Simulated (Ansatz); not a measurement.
`CC[BH][AlH2]` at its PBE0-D4/def2-TZVP geometry, where that method's forces vanish. The species carries charge 0 and has multiplicity 1.

```xyz
12

C     0.1648    0.5454   -1.4389
C    -0.9249   -0.1839   -0.6651
B    -0.6981   -0.4892    0.8462
Al    1.1097   -0.1618    1.9251
H     1.1166    0.0083   -1.3781
H    -0.0762    0.6572   -2.4993
H     0.3276    1.5490   -1.0356
H    -1.1080   -1.1818   -1.1039
H    -1.8986    0.3120   -0.7875
H    -1.6414   -0.9806    1.4161
H     2.2605   -1.2667    1.9899
H     1.3679    1.1921    2.7310
```

(1) What forces (eV/Å) does PBE-D4/def2-TZVPP give on these atoms in the Gaussian-basis code of Ansatz? (Estimate.)

Answers

(1) Ansatz gave: 
```
C1   0.009  0.011 -0.037
C2   0.099  0.031  0.178
B3   0.079  0.016  0.028
Al4 -0.108 -0.018 -0.070
H5   0.184 -0.096  0.011
H6  -0.035  0.031 -0.218
H7   0.035  0.189  0.073
H8  -0.067 -0.200 -0.081
H9  -0.216  0.074 -0.030
H10 -0.098 -0.056  0.071
H11  0.090 -0.078  0.013
H12  0.026  0.096  0.064
```
